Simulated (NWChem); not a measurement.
## Total energies of IIn

```xyz
2

In     0.0000     0.0000    -1.4660
I      0.0000     0.0000     1.3554
```
Charge 0, spin multiplicity 1.

The numbers come from NWChem runs, not from measurements. All single points use one geometry, from B3LYP/def2-SVP with def2 effective core potentials on In, I, a minimum by its harmonic frequencies.

Basis set: def2-TZVP (100 functions).

```csv
method,total energy (Ha),relative cost
RHF,-485.96501,1
MP2,-486.72291,under 3
B2PLYP,-487.55083,under 3
PBE,-487.92070,under 3
B3LYP,-488.09587,under 3
PBE0,-487.94158,under 3
```

Total energies of different functionals aren't comparable as a measure of quality: only differences taken within one method are. Costs are rough ratios of processor time within this set of runs, SCF included, with RHF as 1.

Effective core potentials replace the inner electrons of In, I; spin-orbit coupling is left out. The correlated methods keep 8 core orbitals frozen. B3LYP has NWChem's definition, with VWN1-RPA local correlation. The structure started from a generated list of species.
